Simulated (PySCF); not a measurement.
# Magnetic susceptibility: `C[C@@H](O)[C@H]1C[C@H](CF)O1`, C₆H₁₁FO₂

Molfile (atoms numbered from 1):
```
C6H11FO2
     RDKit          3D

 20 20  0  0  0  0  0  0  0  0999 V2000
   -2.6546    0.6849   -0.3118 C   0  0  0  0  0  0  0  0  0  0  0  0
   -1.6730   -0.3851    0.1666 C   0  0  1  0  0  0  0  0  0  0  0  0
   -1.5681   -1.4414   -0.7549 O   0  0  0  0  0  0  0  0  0  0  0  0
   -0.2911    0.2396    0.4077 C   0  0  1  0  0  0  0  0  0  0  0  0
    0.8449   -0.7384    0.7316 C   0  0  0  0  0  0  0  0  0  0  0  0
    1.4613   -0.2501   -0.5838 C   0  0  2  0  0  0  0  0  0  0  0  0
    2.7806    0.4982   -0.4429 C   0  0  0  0  0  0  0  0  0  0  0  0
    3.3793    0.6667   -1.6644 F   0  0  0  0  0  0  0  0  0  0  0  0
    0.3412    0.6073   -0.8292 O   0  0  0  0  0  0  0  0  0  0  0  0
   -2.8387    1.4115    0.4744 H   0  0  0  0  0  0  0  0  0  0  0  0
   -2.2372    1.1969   -1.1764 H   0  0  0  0  0  0  0  0  0  0  0  0
   -3.5951    0.2185   -0.5933 H   0  0  0  0  0  0  0  0  0  0  0  0
   -2.0245   -0.8411    1.0989 H   0  0  0  0  0  0  0  0  0  0  0  0
   -1.1786   -1.0726   -1.5596 H   0  0  0  0  0  0  0  0  0  0  0  0
   -0.3752    1.0984    1.0825 H   0  0  0  0  0  0  0  0  0  0  0  0
    0.5374   -1.7807    0.7267 H   0  0  0  0  0  0  0  0  0  0  0  0
    1.4185   -0.5137    1.6263 H   0  0  0  0  0  0  0  0  0  0  0  0
    1.5641   -1.0048   -1.3720 H   0  0  0  0  0  0  0  0  0  0  0  0
    3.4801   -0.0790    0.1720 H   0  0  0  0  0  0  0  0  0  0  0  0
    2.6236    1.4954   -0.0208 H   0  0  0  0  0  0  0  0  0  0  0  0
  1  2  1  0
  2  3  1  0
  2  4  1  0
  4  5  1  0
  5  6  1  0
  6  7  1  0
  7  8  1  0
  6  9  1  0
  9  4  1  0
  1 10  1  0
  1 11  1  0
  1 12  1  0
  2 13  1  1
  3 14  1  0
  4 15  1  1
  5 16  1  0
  5 17  1  0
  6 18  1  6
  7 19  1  0
  7 20  1  0
M  END
```

Computed, not measured: GIAO KT3/pcSseg-1 magnetisability, rotational g tensor and spin-rotation constants, non-relativistic, gas phase (PySCF). Geometry: GFN2-xTB.

Problem. How diamagnetic is it, and how anisotropic?

Solution. Isotropic -1307 × 10⁻³⁰ J/T², or -78.7 × 10⁻⁶ cm³/mol; principal values -1427, -1388, -1107 × 10⁻³⁰ J/T², anisotropy 302 × 10⁻³⁰ J/T² (root of half the summed squared differences of the principal values). The susceptibility is in cgs units.

Problem. Split it along the inertial axes a, b, c into diamagnetic and paramagnetic parts about the centre of mass, with the quadrupole moment.

Solution. 
```csv
axis,χ (10⁻⁶ cm³/mol),diamagnetic (10⁻⁶ cm³/mol),paramagnetic (10⁻⁶ cm³/mol),summed x² of all electrons (Å²),quadrupole Θ (D Å)
a,-77.7,-440.2,362.4,317.8,-5.60
b,-83.2,-1543.0,1459.8,57.8,+0.26
c,-75.3,-1593.5,1518.2,45.9,+5.34
```
Anisotropies 2χaa − χbb − χcc = +3.0 and 2χbb − χaa − χcc = -13.3 × 10⁻⁶ cm³/mol. Θ is traceless in Buckingham's convention.

Problem. And the rotational g tensor?

Solution. 
```tsv
axis	rotational constant (GHz)	g	nuclear part	electronic part
a	3.8152	-0.0305	0.6191	-0.6496
b	0.8107	-0.0057	0.5503	-0.5560
c	0.7860	-0.0096	0.5510	-0.5606
```
Asymmetric top; isotopes 12C, 19F, 1H, 16O; no vibrational averaging.
